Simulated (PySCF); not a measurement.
AlGeH3N, AlBClGeH5, CH6AlBGe, CH4AlClGe and others (calculated)

All values are calculated (PySCF 2.14.0). Calculation on a computer-drawn molecule: optimised geometry and harmonic frequencies of an isolated molecule of the commonest isotopes, restricted reference for singlets and unrestricted otherwise, frozen core in MP2; on germanium a core potential holds 10 electrons, which the energies leave out, and 3d is frozen in MP2 and coupled-cluster steps.

Common to all runs: multiplicity 1; basis cc-pV(D+d)Z; basis and core potential on germanium cc-pVDZ-PP ECP10MDF.

```json
{"entry": 1, "formula": "AlGeH3N", "start_structure": {"atoms_angstrom": [["Al", -2.0726, -0.7925, -2.149], ["N", -0.851, -0.4154, -1.0972], ["Ge", 0.3964, -0.0297, -0.0227], ["H", -3.2083, -1.1434, -3.1269], ["H", 0.7137, -0.925, 1.1557], ["H", 1.2283, 1.2207, -0.2112]]}, "given": {"charge": 1, "method": "MP2", "drawn_bonds_atom": [1, 2, 1, 3, 3], "drawn_bonds_other_atom": [2, 3, 4, 5, 6], "drawn_bonds_order": [1, 2, 1, 1, 1]}, "results": {"optimised_atom_element": ["Al", "N", "Ge", "H", "H", "H"], "optimised_atom_x [angstrom]": [-2.094, -0.8508, 0.4197, -3.233, 0.7219, 1.243], "optimised_atom_y [angstrom]": [-0.7991, -0.4157, -0.02262, -1.151, -0.9368, 1.24], "optimised_atom_z [angstrom]": [-2.168, -1.097, -0.002559, -3.149, 1.176, -0.2115], "modes_frequency [cm^-1]": [36.53, 96.19, 407.4, 425.6, 488.8, 619.7, 649.5, 892.6, 1270, 2122, 2251, 2274], "modes_reduced_mass [dalton]": [5.773, 6.333, 1.119, 1.175, 16.99, 1.131, 1.07, 1.028, 12.68, 1.052, 1.014, 1.028], "rotational_constants [GHz]": [144.7, 1.947, 1.921], "total_energy [hartree]": -591.5287, "convergence_status_largest_gradient_component [hartree/bohr]": 5.556e-06}}
{"entry": 2, "formula": "AlBClGeH5", "start_structure": {"atoms_angstrom": [["Al", 1.9805, 1.2271, -0.9642], ["B", 1.0206, -0.6041, -0.7358], ["Ge", -0.6634, -0.1107, 0.2234], ["Cl", -0.0334, 0.7767, -1.7973], ["H", 2.6922, 1.717, -2.204], ["H", 1.7076, 2.3305, 0.1605], ["H", 0.8648, -1.5395, -1.3096], ["H", -2.151, -0.4665, -0.2339], ["H", -0.971, 1.2142, 0.9616]]}, "given": {"charge": 0, "method": "HF", "drawn_bonds_atom": [1, 2, 3, 1, 1, 2, 3, 3], "drawn_bonds_other_atom": [2, 3, 4, 5, 6, 7, 8, 9], "drawn_bonds_order": [1, 1, 1, 1, 1, 1, 1, 1]}, "results": {"optimised_atom_element": ["Al", "B", "Ge", "Cl", "H", "H", "H", "H", "H"], "optimised_atom_x [angstrom]": [2.021, 1.064, -0.926, -0.5979, 2.23, 2.761, 1.409, -1.998, -1.516], "optimised_atom_y [angstrom]": [1.24, -0.5504, 0.03308, 2.166, 1.383, 2.193, -1.663, -0.4953, 0.2391], "optimised_atom_z [angstrom]": [-1.2, -0.4421, -0.2154, -0.9516, -2.762, -0.1766, -0.1641, -1.165, 1.178], "modes_frequency [cm^-1]": [72.51, 80.12, 221.7, 342.4, 343.7, 384.0, 397.1, 540.7, 590.3, 648.1, 655.2, 738.1, 789.9, 809.6, 892.8, 945.3, 1973, 1975, 2246, 2246, 2739], "modes_reduced_mass [dalton]": [2.402, 17.72, 10.52, 24.75, 1.093, 1.062, 1.04, 3.736, 3.485, 1.194, 1.044, 1.539, 1.086, 1.089, 1.267, 1.048, 1.06, 1.024, 1.025, 1.016, 1.094], "rotational_constants [GHz]": [3.598, 1.942, 1.307], "total_energy [hartree]": -1022.3923, "convergence_status_largest_gradient_component [hartree/bohr]": 4.502e-05}}
{"entry": 3, "formula": "CH6AlBGe", "start_structure": {"atoms_angstrom": [["Al", -1.0095, -1.0239, 3.2227], ["B", -0.3647, -0.2617, 1.4597], ["C", 0.2219, 0.4033, 0.3409], ["Ge", 1.2354, 2.0274, 0.5782], ["H", -2.3918, -0.6897, 3.8883], ["H", -0.3236, -2.0169, 4.0681], ["H", 0.1282, 0.1557, -0.6198], ["H", 0.611, 3.224, -0.0998], ["H", 1.4205, 2.4652, 2.0218], ["H", 2.6228, 1.8756, 0.0935]]}, "given": {"charge": 0, "method": "HF", "drawn_bonds_atom": [1, 2, 3, 1, 1, 3, 4, 4, 4], "drawn_bonds_other_atom": [2, 3, 4, 5, 6, 7, 8, 9, 10], "drawn_bonds_order": [1, 2, 1, 1, 1, 1, 1, 1, 1]}, "results": {"optimised_atom_element": ["Al", "B", "C", "Ge", "H", "H", "H", "H", "H", "H"], "optimised_atom_x [angstrom]": [-1.08, -0.437, 0.02354, 1.373, -2.172, -0.4637, -0.3209, 0.8478, 1.739, 2.64], "optimised_atom_y [angstrom]": [-1.033, -0.07315, 0.5922, 1.979, -2.168, -0.6062, 0.391, 3.325, 2.128, 1.623], "optimised_atom_z [angstrom]": [3.279, 1.511, 0.3842, 0.5934, 3.187, 4.668, -0.6261, 0.07696, 2.075, -0.1955], "modes_frequency [cm^-1]": [60.84, 121.2, 147.4, 231.2, 268.5, 437.4, 535.2, 548.8, 614.5, 633.9, 680.9, 718.8, 831.2, 935.3, 960.5, 967.1, 1005, 1635, 1999, 2001, 2197, 2206, 2227, 3327], "modes_reduced_mass [dalton]": [5.346, 1.268, 1.052, 2.84, 2.466, 3.425, 1.51, 1.071, 1.782, 1.214, 2.98, 1.37, 1.067, 1.048, 1.021, 1.044, 1.14, 9.433, 1.051, 1.033, 1.024, 1.023, 1.012, 1.09], "rotational_constants [GHz]": [14.06, 0.9883, 0.934], "total_energy [hartree]": -601.2695, "convergence_status_largest_gradient_component [hartree/bohr]": 3.271e-05}}
{"entry": 4, "formula": "CH4AlClGe", "start_structure": {"atoms_angstrom": [["Al", -0.7347, -2.3097, 0.3107], ["C", 0.8003, -1.4885, 1.4577], ["Ge", 1.8722, -1.4399, 0.0337], ["Cl", 0.5186, -2.2281, -1.4791], ["H", -1.8992, -1.3435, -0.0115], ["H", -0.892, -3.8158, 0.4939], ["H", 1.174, -1.0993, 2.3984], ["H", 3.1525, -1.1591, -1.0014]]}, "given": {"charge": 0, "method": "HF", "drawn_bonds_atom": [1, 2, 3, 1, 1, 2, 3], "drawn_bonds_other_atom": [2, 3, 4, 5, 6, 7, 8], "drawn_bonds_order": [1, 2, 1, 1, 1, 1, 1]}, "results": {"optimised_atom_element": ["Al", "C", "Ge", "Cl", "H", "H", "H", "H"], "optimised_atom_x [angstrom]": [-1.016, 0.8166, 1.86, 1.203, -1.775, -1.755, 1.353, 3.305], "optimised_atom_y [angstrom]": [-2.421, -1.859, -1.338, -1.247, -2.458, -2.848, -1.829, -0.8833], "optimised_atom_z [angstrom]": [0.8547, 0.9519, -0.3725, -2.415, -0.5293, 2.188, 1.901, -0.3752], "modes_frequency [cm^-1]": [95.39, 138.3, 166.2, 230.0, 434.2, 471.7, 497.3, 651.6, 664.8, 711.2, 809.9, 845.4, 939.1, 1147, 1978, 1995, 2297, 3278], "modes_reduced_mass [dalton]": [8.834, 3.465, 1.139, 5.127, 19.94, 1.083, 1.65, 1.185, 2.575, 1.103, 1.09, 1.085, 1.896, 1.999, 1.05, 1.034, 1.021, 1.085], "rotational_constants [GHz]": [4.44, 1.575, 1.162], "total_energy [hartree]": -1034.9828, "convergence_status_largest_gradient_component [hartree/bohr]": 1.702e-05}}
{"entry": 5, "formula": "AlGeH7Si", "start_structure": {"atoms_angstrom": [["Al", -0.331, -1.5197, -1.8279], ["Ge", -0.3756, -0.8239, 0.4681], ["Si", -0.1323, 0.9566, 2.0887], ["H", 0.8146, -1.6645, -2.8722], ["H", -1.6504, -2.0161, -2.3839], ["H", -0.0773, -2.159, 1.3265], ["H", -1.8196, -1.0376, 0.3359], ["H", -0.8673, 0.6279, 3.3301], ["H", 1.2649, 0.9587, 2.4544], ["H", -0.6181, 2.1736, 1.5161]]}, "given": {"charge": 0, "method": "HF", "drawn_bonds_atom": [1, 2, 1, 1, 2, 2, 3, 3, 3], "drawn_bonds_other_atom": [2, 3, 4, 5, 6, 7, 8, 9, 10], "drawn_bonds_order": [1, 1, 1, 1, 1, 1, 1, 1, 1]}, "results": {"optimised_atom_element": ["Al", "Ge", "Si", "H", "H", "H", "H", "H", "H", "H"], "optimised_atom_x [angstrom]": [-0.2798, -0.7618, -0.1617, 1.128, -1.369, -0.0002052, -2.259, -0.4694, 1.289, -0.9086], "optimised_atom_y [angstrom]": [-1.307, -1.269, 0.8069, -1.794, -0.8154, -2.39, -1.502, 0.7697, 1.066, 1.931], "optimised_atom_z [angstrom]": [-1.716, 0.7424, 1.814, -2.246, -2.751, 1.473, 1.017, 3.263, 1.642, 1.197], "modes_frequency [cm^-1]": [31.69, 83.71, 87.64, 304.1, 317.7, 359.4, 405.0, 494.8, 556.0, 605.8, 699.3, 727.1, 841.1, 943.6, 981.5, 1027, 1028, 1982, 1985, 2169, 2176, 2296, 2298, 2308], "modes_reduced_mass [dalton]": [1.041, 5.392, 1.062, 1.031, 9.905, 9.877, 1.065, 1.077, 1.157, 1.176, 1.088, 1.072, 1.063, 1.03, 1.09, 1.035, 1.037, 1.025, 1.06, 1.023, 1.016, 1.051, 1.03, 1.04], "rotational_constants [GHz]": [6.353, 1.826, 1.5], "total_energy [hartree]": -828.2955, "convergence_status_largest_gradient_component [hartree/bohr]": 2.489e-06}}
{"entry": 6, "formula": "AlCl2GeH3", "start_structure": {"atoms_angstrom": [["Al", -0.2433, 1.3984, 2.2765], ["Ge", 1.197, 2.5574, 0.665], ["Cl", 3.1223, 1.5956, 0.9151], ["Cl", 0.6543, 2.4888, -1.2635], ["H", 0.1084, -0.128, 2.4535], ["H", -1.2676, 2.2174, 3.2196], ["H", 1.2768, 4.0761, 1.1526]]}, "given": {"charge": 0, "method": "HF", "drawn_bonds_atom": [1, 2, 2, 1, 1, 2], "drawn_bonds_other_atom": [2, 3, 4, 5, 6, 7], "drawn_bonds_order": [1, 1, 1, 1, 1, 1]}, "results": {"optimised_atom_element": ["Al", "Ge", "Cl", "Cl", "H", "H", "H"], "optimised_atom_x [angstrom]": [-0.2632, 1.23, 3.265, 0.6172, -0.3019, -1.095, 1.396], "optimised_atom_y [angstrom]": [1.349, 2.66, 1.881, 2.239, -0.2068, 2.11, 4.174], "optimised_atom_z [angstrom]": [2.353, 0.8174, 1.03, -1.242, 2.146, 3.451, 0.8623], "modes_frequency [cm^-1]": [20.64, 91.79, 109.2, 152.3, 326.2, 411.3, 414.3, 448.4, 598.8, 734.9, 778.4, 822.1, 2015, 2038, 2254], "modes_reduced_mass [dalton]": [1.524, 2.363, 7.769, 26.66, 10.44, 41.85, 26.98, 1.178, 1.152, 1.054, 1.031, 1.068, 1.031, 1.054, 1.021], "rotational_constants [GHz]": [2.003, 1.809, 1.105], "total_energy [hartree]": -1456.1381, "convergence_status_largest_gradient_component [hartree/bohr]": 9.604e-06}}
{"entry": 7, "formula": "CH6AlGeN", "start_structure": {"atoms_angstrom": [["Al", 0.1489, -1.6055, 0.0312], ["N", -0.1188, 0.0864, -0.7711], ["C", -0.5589, 1.0665, 0.0652], ["Ge", -0.2817, 2.901, -0.1792], ["H", 0.2486, -1.6469, 1.4871], ["H", 0.2157, -2.8095, -0.8401], ["H", 0.0372, 0.4012, -1.7405], ["H", -0.4979, 0.7048, 1.1159], ["H", -0.7989, 2.9445, -1.6351], ["H", -1.5175, 3.3469, 0.5357]]}, "given": {"charge": 0, "method": "HF", "drawn_bonds_atom": [1, 2, 3, 1, 1, 2, 3, 4, 4], "drawn_bonds_other_atom": [2, 3, 4, 5, 6, 7, 8, 9, 10], "drawn_bonds_order": [1, 1, 2, 1, 1, 1, 1, 1, 1]}, "results": {}}
{"entry": 8, "formula": "CH7AlGeO", "start_structure": {"atoms_angstrom": [["Al", -0.5829, 2.1131, 1.334], ["O", -1.0345, 1.4121, -0.0233], ["C", -1.293, 0.9232, -1.2744], ["Ge", 0.2755, 0.4493, -2.4321], ["H", -0.151, 1.1109, 2.5584], ["H", -0.4738, 3.6262, 1.4721], ["H", -2.0112, 1.5459, -1.8276], ["H", -1.9804, -0.0697, -1.1282], ["H", 1.0439, 1.744, -2.6939], ["H", 1.1834, -0.4965, -1.6811], ["H", -0.1427, -0.1534, -3.6945]]}, "given": {"charge": 0, "method": "HF", "drawn_bonds_atom": [1, 2, 3, 1, 1, 3, 3, 4, 4, 4], "drawn_bonds_other_atom": [2, 3, 4, 5, 6, 7, 8, 9, 10, 11], "drawn_bonds_order": [1, 1, 1, 1, 1, 1, 1, 1, 1, 1]}, "results": {}}
```

Q: Give the missing total energy for CH6AlGeN (entry 7).
A: -631.0647 hartree

Q: Give the missing rotational constants for CH6AlGeN (entry 7).
A: 28.52, 0.9692, 0.9459 GHz

Q: Give the missing rotational constants for CH7AlGeO (entry 8).
A: 14.11, 1.152, 1.115 GHz

Q: What total energy does the calculation give for CH7AlGeO (entry 8)?
A: -652.1206 hartree

Further results for CH6AlGeN (entry 7):

| Item | Value |
| --- | --- |
| convergence status largest gradient component | 2.595e-05 hartree/bohr |

Optimised structure:
```xyz
10
CH6AlGeN
Al     0.1383    -1.6733    -0.0123
N     -0.1155     0.0580    -0.5745
C     -0.3724     1.1149     0.1788
Ge    -0.2805     3.0322    -0.3314
H      0.0539    -1.8964     1.5349
H      0.3945    -2.7317    -1.1385
H     -0.0798     0.2856    -1.5565
H     -0.4241     0.8707     1.2437
H     -0.9006     2.8589    -1.7683
H     -1.5371     3.4706     0.4932
```

Modes:
```csv
frequency (cm⁻¹),reduced mass (dalton)
99.78,4.858
146.2,2.88
210,1.158
211.1,4.028
274.5,1.483
407.9,1.526
528.3,1.171
611,1.387
652.8,1.167
694.9,2.577
789.8,1.518
813.9,1.236
846.1,1.516
955.9,1.074
1143,1.124
1365,1.14
1456,2.815
1624,1.71
2009,1.023
2046,1.021
2052,1.022
2060,1.064
3241,1.088
3723,1.075
```

Further results for CH7AlGeO (entry 8):

| Item | Value |
| --- | --- |
| convergence status largest gradient component | 3.882e-06 hartree/bohr |

Optimised structure:
```xyz
11
CH7AlGeO
Al    -0.6050     2.0978     1.3599
O     -0.6961     0.9835     0.1003
C     -1.2165     0.8520    -1.1915
Ge     0.2430     0.4054    -2.4445
H      0.1577     1.6460     2.6560
H     -1.2720     3.5160     1.1809
H     -1.7188     1.7678    -1.5224
H     -1.9620     0.0527    -1.2077
H      1.3035     1.5145    -2.3967
H      0.8925    -0.9226    -2.0446
H     -0.2930     0.2921    -3.8803
```

Modes:
```csv
frequency (cm⁻¹),reduced mass (dalton)
44.88,3.577
111,1.592
138.3,1.2
177.4,1.904
243.5,3.771
512.3,1.091
514,1.445
600.8,1.267
666.8,1.18
700.1,2.62
752.3,2.887
845.8,1.19
903.9,1.362
913.3,1.049
963.3,1.031
966.2,1.025
1259,7.656
1353,1.146
1409,1.261
1589,1.075
1999,1.046
2029,1.039
2200,1.023
2208,1.021
2231,1.015
3156,1.06
3214,1.104
```
